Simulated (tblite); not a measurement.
Species: C₃H₉GeNO.
Numbering: `[CH3:1]/[C:2]([CH2:3][OH:4])=[N:5]\[GeH3:6]` (hydrogens: H7, H8, H9 on C1; H10, H11 on C3; H12 on O4; H13, H14, H15 on Ge6)

Computed with GFN2-xTB (tblite), gas phase: L-BFGS steps from a force-field or distance-geometry start until the largest atomic force falls under 0.01 eV/Å.

Step 116: E = -541.4905 eV
```
atom  x, y, z in Å  |  force x, y, z in eV/Å
C1     -0.3748   -1.0688   -0.8852    0.003  -0.021   0.027
C2     -0.3279    0.0151    0.1505    0.047  -0.008   0.019
C3     -1.6735    0.4549    0.6979    0.012  -0.001  -0.001
O4     -2.6534    0.6177   -0.2991   -0.009  -0.023  -0.002
N5      0.7096    0.5586    0.6061   -0.003  -0.008   0.011
Ge6     2.4788    0.3029    0.3426    0.014  -0.005   0.055
H7     -1.3674   -1.1514   -1.3171   -0.045   0.006  -0.025
H8      0.3631   -0.8803   -1.6627    0.006   0.007  -0.004
H9     -0.1213   -2.0122   -0.4023   -0.010  -0.012  -0.002
H10    -2.0484   -0.3344    1.3579   -0.011  -0.012  -0.016
H11    -1.5459    1.3685    1.2916    0.030   0.001  -0.006
H12    -2.3696    1.3194   -0.8948   -0.016   0.029  -0.009
H13     2.9423   -0.4577   -0.8729   -0.016   0.003  -0.021
H14     3.0200    1.6901    0.3057    0.020  -0.002  -0.003
H15     2.9641   -0.4145    1.5599   -0.022   0.045  -0.022
```

Step 117: E = -541.4911 eV
```
atom  x, y, z in Å  |  force x, y, z in eV/Å
C1     -0.3772   -1.0642   -0.8935   -0.002  -0.016   0.019
C2     -0.3277    0.0126    0.1496    0.042  -0.022   0.018
C3     -1.6721    0.4514    0.7010    0.018  -0.007  -0.002
O4     -2.6547    0.6164   -0.2926   -0.007  -0.020  -0.012
N5      0.7117    0.5488    0.6089    0.001   0.006   0.020
Ge6     2.4806    0.2992    0.3448    0.014   0.008   0.083
H7     -1.3665   -1.1323   -1.3354   -0.045   0.005  -0.024
H8      0.3702   -0.8785   -1.6622    0.009   0.009  -0.013
H9     -0.1390   -2.0145   -0.4166   -0.013  -0.012   0.009
H10    -2.0422   -0.3395    1.3617   -0.026  -0.017  -0.021
H11    -1.5455    1.3637    1.2960    0.046   0.011   0.003
H12    -2.3711    1.3197   -0.8868   -0.025   0.021  -0.005
H13     2.9487   -0.4818   -0.8549   -0.011  -0.010  -0.025
H14     3.0099    1.6900    0.2765    0.024   0.000  -0.004
H15     2.9705   -0.3832    1.5814   -0.026   0.045  -0.045
```

Step 118: E = -541.4918 eV
```
atom  x, y, z in Å  |  force x, y, z in eV/Å
C1     -0.3790   -1.0645   -0.8959   -0.002  -0.016  -0.030
C2     -0.3266    0.0074    0.1515    0.033  -0.032   0.016
C3     -1.6711    0.4469    0.7028    0.024  -0.008  -0.005
O4     -2.6522    0.6174   -0.2916   -0.008  -0.032  -0.006
N5      0.7139    0.5382    0.6138   -0.008   0.014   0.026
Ge6     2.4823    0.2976    0.3445   -0.012   0.027   0.093
H7     -1.3617   -1.1067   -1.3586   -0.005  -0.005  -0.005
H8      0.3886   -0.8908   -1.6488   -0.016   0.001   0.002
H9     -0.1715   -2.0233   -0.4212   -0.027   0.006   0.010
H10    -2.0408   -0.3452    1.3617   -0.042  -0.022  -0.024
H11    -1.5456    1.3575    1.2993    0.060   0.024   0.020
H12    -2.3687    1.3276   -0.8774   -0.027   0.024  -0.014
H13     2.9511   -0.4891   -0.8477    0.004  -0.039  -0.045
H14     2.9951    1.6908    0.2560    0.042   0.040  -0.009
H15     2.9819   -0.3559    1.5898   -0.016   0.018  -0.029
```

**Question.** Estimate the geometry and energy of step 119. (The exact step hangs on the optimiser's Hessian estimate; all steps are aligned on step 118, rigid shifts and turns removed.)

**Answer.** E = -541.4922 eV, largest force 0.123 eV/Å
```
atom  x, y, z in Å  |  force x, y, z in eV/Å
C1     -0.3874   -1.0536   -0.9172   -0.003   0.016  -0.040
C2     -0.3235    0.0008    0.1486   -0.013  -0.058  -0.001
C3     -1.6653    0.4385    0.7103    0.024  -0.015  -0.017
O4     -2.6554    0.6114   -0.2749    0.005  -0.028  -0.002
N5      0.7211    0.5167    0.6169   -0.028   0.015   0.030
Ge6     2.4897    0.2908    0.3520    0.032   0.055   0.105
H7     -1.3651   -1.0664   -1.3943    0.020   0.000   0.018
H8      0.3934   -0.8820   -1.6558   -0.003  -0.001  -0.022
H9     -0.2073   -2.0258   -0.4603   -0.030  -0.006   0.033
H10    -2.0294   -0.3556    1.3695   -0.041  -0.029  -0.019
H11    -1.5368    1.3469    1.3087    0.067   0.035   0.028
H12    -2.3791    1.3262   -0.8587   -0.028   0.024  -0.015
H13     2.9767   -0.5526   -0.8000   -0.010  -0.005   0.013
H14     2.9741    1.6931    0.1916    0.033  -0.032  -0.011
H15     2.9901   -0.2804    1.6418   -0.024   0.029  -0.100
```

The energy changes by -0.0004 eV. The first-order estimate −F·Δx gives -0.0016 eV and the mean of the old and new forces, exact on a quadratic surface, -0.0001 eV. The step makes an angle of 87° with the force vector and moves no atom by more than 0.092 Å.

What follows is the cost of the whole relaxation. Time: 1.4 s of wall time. Hardware: one thread, Arm Neoverse N1 (aarch64), no GPU, shared host.
